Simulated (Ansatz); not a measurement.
One change: `Cl[SiH2]CBr` becomes `C[SiH2]C[SiH2]Cl`.

Ansatz, PBE0-D4/def2-TZVP geometries, multiplicity 1. Each molecule was computed in one conformer, which needn't be the lowest.

Scalar relativity is left out up to krypton. Spin–orbit coupling is left out; it splits and shifts lone-pair levels of the heavy atoms by tenths of an eV.

```tsv
property	`Cl[SiH2]CBr`
HOMO energy (PBE/def2-TZVPP) / eV	-6.69
size of the dipole moment (B3LYP/def2-TZVPP) / D	2.14
LUMO energy (ωB97M-V/def2-TZVPP) / eV	1.35
size of the dipole moment (ωB97M-V/def2-TZVPP) / D	2.13
HOMO energy (PBE0/def2-TZVPP) / eV	-7.96
LUMO energy (PBE0/def2-TZVPP) / eV	-0.60
```

(1) Give the same properties after the change, and the shifts. (Estimate.)

## Answers

(1) Computed: 
```json
{"property": "HOMO energy (PBE/def2-TZVPP) / eV", "`C[SiH2]C[SiH2]Cl`": "-7.19", "shift": "-0.50"}
{"property": "size of the dipole moment (B3LYP/def2-TZVPP) / D", "`C[SiH2]C[SiH2]Cl`": "2.20", "shift": "0.06"}
{"property": "LUMO energy (ωB97M-V/def2-TZVPP) / eV", "`C[SiH2]C[SiH2]Cl`": "1.77", "shift": "0.42"}
{"property": "size of the dipole moment (ωB97M-V/def2-TZVPP) / D", "`C[SiH2]C[SiH2]Cl`": "2.19", "shift": "0.06"}
{"property": "HOMO energy (PBE0/def2-TZVPP) / eV", "`C[SiH2]C[SiH2]Cl`": "-8.48", "shift": "-0.52"}
{"property": "LUMO energy (PBE0/def2-TZVPP) / eV", "`C[SiH2]C[SiH2]Cl`": "0.07", "shift": "0.67"}
```

With PBE0 the HOMO falls by 0.52 eV and the LUMO rises by 0.67 eV, so the gap widens by about 1.19 eV. PBE moves the HOMO by -0.50 eV and ωB97M-V by -0.49 eV. Dipoles are sizes alone; their direction can turn.

Positive LUMOs are unbound, so they and the gaps depend on the basis.

B3LYP here is the variant with VWN-RPA as its local correlation; programs differ in this.
